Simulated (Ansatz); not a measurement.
System: sum formula H2SiO2F2 (charge 0, singlet). SMILES: O[Si](O)(F)F
Coordinates optimised at B3LYP-D3(BJ)/def2-TZVP (Ansatz, a first-principles code):
```
Si
F 1 1.5887
F 1 1.5887 2 104.90
O 1 1.6135 2 112.18 3 119.57
H 4 0.9598 1 119.56 2 -83.67
O 1 1.6135 2 110.15 3 -120.91
H 6 0.9598 1 119.56 2 32.78
```

Quantity: atomisation energy (electronic, to ground-state atoms), in eV. Cores are frozen in the correlated levels unless marked. Open shells are spin-unrestricted. Spin-orbit coupling is left out. Non-relativistic. The coupled-cluster limit lacks core correlation, which all-electron functionals hold. Basis-set limits of correlation are two-point, X^-3; Hartree-Fock from the larger set (for Q and 5 zeta extrapolated as (X+1)exp(-9√X)).

```json
[
 {"level": "BLYP-D3(BJ)/def2-TZVPD", "program": "Ansatz + dftd3", "atomisation energy (eV)": "___"},
 {"level": "PBE0/def2-TZVP", "program": "Ansatz", "atomisation energy (eV)": "31.05"},
 {"level": "PBE0/def2-TZVPD", "program": "Ansatz", "atomisation energy (eV)": "31.05"},
 {"level": "r2SCAN0-D4/def2-TZVPD", "program": "Ansatz + dftd4", "atomisation energy (eV)": "30.90"},
 {"level": "HSE06-D3(BJ)/def2-TZVPD", "program": "Ansatz + dftd3", "atomisation energy (eV)": "___"},
 {"level": "LC-wPBE-D4/def2-TZVPD", "program": "Ansatz + dftd4", "atomisation energy (eV)": "___"},
 {"level": "SCS-MP2/cc-pV(T+d)Z", "program": "Ansatz", "atomisation energy (eV)": "31.73"},
 {"level": "CCSD/6-31G", "program": "Ansatz", "atomisation energy (eV)": "22.71"},
 {"level": "CCSD(T)/CBS(cc-pV(Q+d)Z,cc-pV(5+d)Z)", "program": "Ansatz", "atomisation energy (eV)": "32.20"}
]
```

Question: Complete the blanks.

Answer: 
- BLYP-D3(BJ)/def2-TZVPD, atomisation energy (eV): 31.51
- HSE06-D3(BJ)/def2-TZVPD, atomisation energy (eV): 31.16
- LC-wPBE-D4/def2-TZVPD, atomisation energy (eV): 31.71
